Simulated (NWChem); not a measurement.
**Total energies of Mg**

```xyz
1

Mg     0.0000     0.0000     0.0000
```
Charge 0, spin multiplicity 1.

All runs are NWChem calculations.

Basis set: def2-QZVP (51 functions).

```json
[
 {"method": "RHF", "total energy (Ha)": "-199.61449"},
 {"method": "MP2", "total energy (Ha)": "-199.63806"},
 {"method": "B2PLYP", "total energy (Ha)": "-199.96302"},
 {"method": "PBE", "total energy (Ha)": "-199.95134"},
 {"method": "B3LYP", "total energy (Ha)": "-200.09991"},
 {"method": "TPSS", "total energy (Ha)": "-200.08936"}
]
```

Total energies of different functionals aren't comparable as a measure of quality: only differences taken within one method are. 

The correlated methods keep 5 core orbitals frozen. B3LYP has NWChem's definition, with VWN1-RPA local correlation.
